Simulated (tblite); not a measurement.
GeH₈OSeSi₂.
Cartesian coordinates in Å at the GFN2-xTB level; atoms count from 1:
```
atom  x, y, z in Å
Si1   -2.2148    0.5929    0.2657
Se2   -1.1919   -0.9285    1.6172
Si3    0.3665   -1.7744    0.1785
O4     1.1870   -0.5874   -0.5442
Ge5    1.9067    0.9952   -0.3934
H6    -1.1960    1.4955   -0.2814
H7    -2.8999   -0.1189   -0.8104
H8    -3.1412    1.2943    1.1424
H9     1.2475   -2.5700    1.0184
H10   -0.2926   -2.4582   -0.9246
H11    1.4181    1.7126   -1.6133
H12    1.4247    1.6066    0.8869
H13    3.3816    0.7407   -0.4031
```

All values are computed: GFN2-xTB (tblite) harmonic vibrations without scaling, gas phase. The method is semi-empirical: single wavenumbers can be off by several per cent or more. Modes of hydrogen on germanium and silicon can be 10 to 20 % off. One conformer, not necessarily the lowest.

Harmonic wavenumbers (cm⁻¹): 34.4, 56.3, 62.4, 69.6, 101.5, 124.3, 203.8, 331.6, 363.0, 414.9, 490.6, 515.9, 534.0, 576.0, 589.4, 612.1, 701.6, 736.4, 747.6, 758.1, 763.2, 778.3, 793.7, 800.7, 970.5, 1950.5, 2034.4, 2042.1, 2210.2, 2276.9, 2304.2, 2316.6, 2330.5.

A = 1984, B = 603.6, C = 518.3 MHz; mass 233.849 u (most abundant isotopes); point group C1, symmetry number 1.

**Question.** What is the zero-point energy?

**Answer.** Half the sum of the wavenumbers: 14798 cm⁻¹ = 42.31 kcal/mol.

**Question.** Give the ideal-gas entropy at 200 K and 1 bar in the rigid-rotor, harmonic-oscillator model (classical rotation).

**Answer.** Translation 40.29, rotation 29.44, vibration 25.15: S = 94.9 cal/(mol K).

**Question.** And Cp and H(200 K) − H(0)?

**Answer.** Cp = 30.46 cal/(mol K), of which vibrations give 22.51 (their classical limit is 33 R = 65.6); H(200 K) − H(0) = 4.08 kcal/mol without the zero-point energy, 2.49 from vibrations.

**Question.** Blend soft modes into free rotors: weight 1/[1 + (100 cm⁻¹/ν̃)⁴] for the oscillator and the rest for a rotor with moment μB/(μ + B), μ = h/(8π²ν), B = 10⁻⁴⁴ kg m². What vibrational entropy results?

**Answer.** 22.10 cal/(mol K) in place of 25.15, which changes −T·S at 200 K by +0.61 kcal/mol.

**Question.** How do the functions run with temperature in this model?

**Answer.** 
```
 T (K)  S (cal/(mol K))  Cp (cal/(mol K))  H − H(0) (kcal/mol)  G − H(0) (kcal/mol)  ln q(vib)
    50             64.8              16.3                 0.59                -2.65       1.10
   100             77.6              20.9                 1.53                -6.23       3.03
298.15            108.8              39.2                 7.52               -24.91       9.35
373.15            118.1              44.1                10.65               -33.42      11.48
   500            131.9              50.0                16.64               -49.30      14.86
   750            153.7              57.6                30.17               -85.12      20.73
  1000            171.0              62.5                45.23              -125.78      25.77
```

q(vib) and H(0) count from the zero-point level.

**Question.** Which modes carry the vibrational entropy at 200 K?

**Answer.** 34.4 cm⁻¹: 4.77; 56.3 cm⁻¹: 3.80; 62.4 cm⁻¹: 3.60; 69.6 cm⁻¹: 3.38; 101.5 cm⁻¹: 2.66; 124.3 cm⁻¹: 2.27 cal/(mol K); the other 27 give 4.67 together.

**Question.** What must be added to the electronic energy to get the Gibbs energy at 200 K and 1 bar?

**Answer.** ZPE + [H(200 K) − H(0)] − T·S = 42.31 + 4.08 − 18.98 = 27.41 kcal/mol.

Hindered rotation and anharmonicity are outside this model. Other conformers, if any are populated, would add a mixing term that is left out. The structure is chiral; the term R ln 2 for an equal mix with its mirror image is left out.
